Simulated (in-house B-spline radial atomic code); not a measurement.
Results of a calculation; reference values are marked as such.
**Ba in an electron gas of r_s = 4: phase shifts, screening and friction**

A nucleus sits in a uniform electron gas with a rigid positive background. The Kohn-Sham equations are solved self-consistently in the spin-unpolarised LDA (PW92), non-relativistic, on B-splines with outgoing waves at the boundary and partial waves to l = 8. The model has no lattice, no bands and no magnetic solution. Atomic units; δ_l are the phase shifts at the Fermi level, counted so that each bound state adds π, and good to about 0.0005. Heavy atoms are models without relativity.

The density parameter is r_s = 4 bohr.

```
l  δ_l (rad)
0    15.3773
1    12.4328
2     7.1069
3    -0.0304
4    -0.0042
5     0.0002
6    -0.0003
7    -0.0001
8    -0.0002
```

Bound levels below the band bottom (hartree): s -7.964, p -6.205, d -3.14, s -0.8724, p -0.4203 and deeper ones.

(1) Check the Friedel sum rule, and say where the screening charge sits.

(2) Find the transport cross section and the electronic stopping of a 1 keV Ba ion (mass 137.33 u).

## Answers

(1) k_F = (9π/4)^(1/3)/r_s = 0.47979. The rule is Z = (2/π) Σ (2l + 1) δ_l. The terms are s 9.789, p 23.745, d 22.622, f -0.135 and -0.028 beyond, in all 55.993 against Z = 56. Bound states hold 10 s, 24 p, 20 d electrons, so the scattering states carry 1.99 in all; where a term is smaller than its bound count, the bound level has drawn weight out of the band.

(2) σ_tr = (4π/k_F²) Σ (l + 1) sin²(δ_l − δ_(l+1)). The terms for l = 0 to 3 are 0.0383, 1.3370, 1.7055, 0.0027, all together 3.0837, so σ_tr = 54.589 × 3.0837 = 168.339 bohr². With n = 3/(4π r_s³) = 0.00373, the friction coefficient is Q = n k_F σ_tr = 0.3013. For v well below v_F = 0.480, dE/dx = Q v; with 24801 eV per u at v = 1, v = √(1000/(24801 × 137.33)) = 0.0171, so dE/dx = 0.00516 hartree/bohr = 2.65 eV/nm. The largest term couples the d and f waves.
